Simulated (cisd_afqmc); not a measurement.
Input (AFQMC/CISD/def2-SVP; cisd_afqmc is a phaseless AFQMC code with CISD trial states that reads the integrals written by Ansatz):

Ansatz 0.2 input:
```python
import cisd_afqmc

open("ham.yaml", "w").write("""\
crystal:
  periodic: [false, false, false]
  atoms:
    - {symbol: Sb, position_ang: [0.00108767, 0.04563180, 0.00046138]}
    - {symbol: H, position_ang: [-1.24162337, -1.13465111, -0.01431337]}
    - {symbol: H, position_ang: [1.18615228, -1.19257051, -0.00921681]}
basis:
  gaussian:
    orbitals: def2-SVP
total_charge: 1
magnetization: {spin_polarized: false}
correlation: {method: ccsd, electrons: outside_noble_gas, hamiltonian_folder: ham}
""")
rep = cisd_afqmc.ansatz("ham.yaml")
e_ccsd = rep["correlation"]["coupled_cluster"]["energy"]["hartree"]
out = cisd_afqmc.run("ham", e_ccsd, trial="CISD", walkers=200, populations=8, threads=8, dt=0.005, steps=40, early=36, settle=10, least=32,
    cut=5e-5, rank_cut=2e-4, target=0.0004, seconds=1500, seed=1, memory=17280, gpu=False)
```

Output:

```
orbitals 27, occupied [3], factors 143 of 436, rank of the doubles 34 of 72
E(HF) = -240.091628
E(CCSD) on the cut factors = -240.195460, shift to the whole factors -0.000011
Energy of the trial state on the determinant = -240.195391
  tau behind 10.8 of longer steps, mean of the populations' last blocks
   2.0  -240.19775
   4.0  -240.19776
   6.0  -240.19776
   8.0  -240.19774
blocks 324 (1 outliers left out), error by blocks joined: 1: 0.00004, 2: 0.00005, 4: 0.00006, 8: 0.00007, 16: 0.00007
E(AFQMC/CISD) = -240.19783 +/- 0.00007
```

 In a CCSD(T) run of this state the restricted determinant is unstable towards broken spin symmetry.

A triplet may lie lower; no result for it is given here.
